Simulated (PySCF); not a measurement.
F3OSi, SMILES F[Si](F)(F)[O] (connectivity only; charge and spin as stated), charge -1, multiplicity 1.

Geometry: PBE0-D3(BJ)/def2-SVPD. The multiplicity is an assumed one; other spin states were not compared. The isomer is the one that the SMILES or the coordinates give; other isomers of the formula were not compared.

These are r2SCAN/def2-SVPD run with PySCF values and carry that method's errors.

Isolated molecule, no solvent.

Task: Estimate the frontier levels, gap, dipole moment and polarisability. (The exact figures need the calculation; the answer reports its results.)

Result: 
- highest occupied level: -1.49 eV
- lowest empty level: 4.43 eV
- orbital gap: 5.92 eV
- dipole moment about the centre of nuclear charge: 2.89 D
- mean static polarisability: 35.0 bohr³ (5.19 Å³)
- polarisability, principal values: 33.9, 33.9, 37.2 bohr³
